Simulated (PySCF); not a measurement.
Computed vibrations of [CeCl2]2+

[CeCl2]2+ (singlet). PySCF 2.14.0, RKS PBE0, Ce lcecp-2-SVP with ECP46, Cl def2-SVP; non-relativistic Hamiltonian with scalar-relativistic core potentials where named; density fitting; no spin-orbit coupling. Central differences of gradients.

```xyz
3

Ce    0.0000    0.0000   -0.4966
Cl    1.8026    0.0000    0.9934
Cl   -1.8026    0.0000    0.9934
```

Run from Python with OMP_NUM_THREADS=2. Where DIIS fails, smearing, a level shift and second-order steps follow.
It took 13 s on 2 threads of Arm Neoverse V1, with other jobs on the host.

Question: What are the harmonic wavenumbers and infrared intensities?

Answer: Modes are labelled in C2v; negative numbers are unstable modes, those under 60 cm⁻¹ near the noise; a finer grid moves soft modes by up to 10 cm⁻¹.
```
cm⁻¹  km/mol  symmetry
 119     2.3        a1
 456    75.4        b2
 461    18.4        a1
```

Question: Is this a minimum?

Answer: Yes. Ideal gas at 298.15 K and 1 bar: S = 303.7 J/(mol K), Cp = 52.6 J/(mol K), H − H(0 K) = 13.1 kJ/mol (rigid rotor, harmonic modes, spin degeneracy alone).
